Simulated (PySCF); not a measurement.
CH5O, SMILES [OH2+]C, charge +1. The structure is a stationary point at B3LYP-D3(BJ)/def2-TZVP. The isomer is the one that the SMILES or the coordinates give; other isomers of the formula were not compared.

Level of theory: B3LYP-D3(BJ)/def2-TZVP run with PySCF 2.14.0.

Harmonic wavenumbers (cm⁻¹): 244, 682, 799, 929, 1166, 1280, 1467, 1476, 1481, 1673, 3094, 3215, 3220, 3626, 3702. Rotational constants (GHz): 104.6, 21.01, 20.16; symmetry number 1.

Work out the zero-point energy and the ideal-gas rigid-rotor harmonic-oscillator thermochemistry at 298.15 K and 1 atm.

ZPE = ½ Σ hcν = ½ × 28056 cm⁻¹ = 167.81 kJ/mol. H − E(el) = 179.81 kJ/mol. Entropy in J/(mol K): translation 152.37, rotation 81.69, vibration 10.71, total 244.76. G − E(el) = 106.83 kJ/mol. Cp = 51.76 J/(mol K).
